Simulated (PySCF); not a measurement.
## C₆ coefficients of unlike pairs at PBE0

Calculated with PySCF 2.14 from the dipole response of each species, C₆(A,B) = (3/π) ∫ α_A(iu) α_B(iu) du, in atomic units, from isotropic polarisabilities. For ions this is the dispersion term alone; charge-induced terms of lower order in 1/R come first.

```tsv
species	configuration	basis	relativity	α (bohr³)	C₆ (like pair)
Be	[He] 2s2 (1S)	aug-cc-pVDZ-DK (4s3p2d)	spin-free X2C	42.59	258.3
Al⁺	[Ne] 3s2 (1S)	aug-cc-pVDZ-DK (5s4p2d)	spin-free X2C	24.42	123.3
C⁺	[He] 2s2 2p1 (2P)	x2c-TZVPPall with one added diffuse shell each of s, p, d type (6s4p3d1f)	spin-free X2C	6.054	14.47
N²⁺	[He] 2s2 2p1 (2P)	dyall-acv3z (15s9p4d2f)	spin-free X2C	2.594	3.678
```

Question: Estimate C₆ for C⁺ with Al⁺.

Answer: The integral gives 39.80. The combination rule 2 C_A C_B / (C_A α_B/α_A + C_B α_A/α_B) gives 40.13 and the geometric mean 42.24.

No spin-orbit coupling is included.

The other pairs:

```json
{"pair": "N²⁺, Be", "C₆": "24.74"}
{"pair": "Al⁺, Be", "C₆": "175.6"}
{"pair": "N²⁺, Al⁺", "C₆": "18.75"}
{"pair": "N²⁺, C⁺", "C₆": "7.196"}
{"pair": "C⁺, Be", "C₆": "53.62"}
```
